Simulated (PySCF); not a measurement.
**Shapes and spin states of CrCl₃**

Method: PBE0 in PySCF with Cr def2-SVP, Cl def2-SVP; no relativity; density-fitted integrals.

Relaxations began from a few typed shapes and spin states; open shells are unrestricted. The search is not exhaustive: other isomers or separated fragments can lie lower, and high-lying points may rest on an excited occupation.

(1) Order these stationary points by electronic energy, lowest first, in kJ/mol from the lowest minimum.
A. quartet D3h: Cr–Cl 2.130 Å (×3); Cl–Cr–Cl 120.0° (×3)
B. quartet C2v: Cr–Cl 2.152 Å (×2), Cr–Cl 2.159 Å; Cl–Cr–Cl 104.4° (×2), Cl–Cr–Cl 151.1°
C. broken-symmetry Ms = 1/2 (⟨S²⟩ 1.76) C2v: Cr–Cl 2.139 Å (×3); Cl–Cr–Cl 105.3° (×2), Cl–Cr–Cl 149.3°
D. broken-symmetry Ms = 1/2 (⟨S²⟩ 1.78) C2v: Cr–Cl 2.107 Å, Cr–Cl 2.159 Å (×2); Cl–Cr–Cl 112.8° (×2), Cl–Cr–Cl 134.4°

(2) Which of them are minima?

Results:

(1) A (0.0), B (58.0), C (153.5), D (180.4).

(2) By energy in kJ/mol, 0.0: not settled, its softest mode being under 30 cm⁻¹; 58.0: minimum; 153.5: minimum; 180.4: minimum.

Formally Cr is in oxidation state +3, d3, with 3 unpaired electrons (the high-spin count). The Mulliken spin on Cr is 3.36. The polar-tensor charge on Cr, 1.43, is far below the formal one.

For the lowest minimum: open d and f shells are described by one determinant, and the ground state may have another occupation or spin.
